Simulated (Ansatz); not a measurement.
```yaml
crystal:
  periodic: [true, true, true]
  atoms:
    - {symbol: Si, position_ang: [-0.948631, 1.378047, 0.165338]}
    - {symbol: O, position_ang: [0.674502, 1.300071, 0.224070]}
    - {symbol: Si, position_ang: [1.562926, -0.113270, 0.044021]}
    - {symbol: Ga, position_ang: [-0.213930, -1.746594, -0.263462]}
    - {symbol: H, position_ang: [-1.428848, 2.190101, -0.976002]}
    - {symbol: H, position_ang: [-1.531070, 1.851209, 1.441817]}
    - {symbol: H, position_ang: [-1.472844, -0.037528, -0.056091]}
    - {symbol: H, position_ang: [2.491657, 0.077953, -1.104564]}
    - {symbol: H, position_ang: [2.409193, -0.274387, 1.258951]}
    - {symbol: H, position_ang: [-0.722505, -2.116274, -1.705128]}
    - {symbol: H, position_ang: [-0.820461, -2.509317, 0.971050]}
basis:
  gaussian: {orbitals: "6-31G*"}
total_charge: -1
magnetization: {spin_polarized: true, initial_magnetization: 1}
hamiltonian: {xc: {name: HF}}
correlation: {method: ccsd_t}
accuracy: high
```

```sh
$ ansatz run in.yaml --threads 4 --pin off --events-out ev --progress --plain --max-ram 10444MiB
```

Shortened log:

```
Error: YAML parse error: error: line 2 column 3: crystal: missing field `lattice` (a structure is typed as `lattice` and `atoms`, a molecule's as `atoms` in Å alone, or read from a run's directory, `checkpoint`)
 --> <input>:2:3
1 | crystal:
2 |   periodic: [true, true, true]
3 |   atoms:
4 |     - {symbol: Si, position_ang: [-0.948631, 1.378047, 0.165338]}
```

In this input the molecule is marked periodic without a cell. The program refused the input.
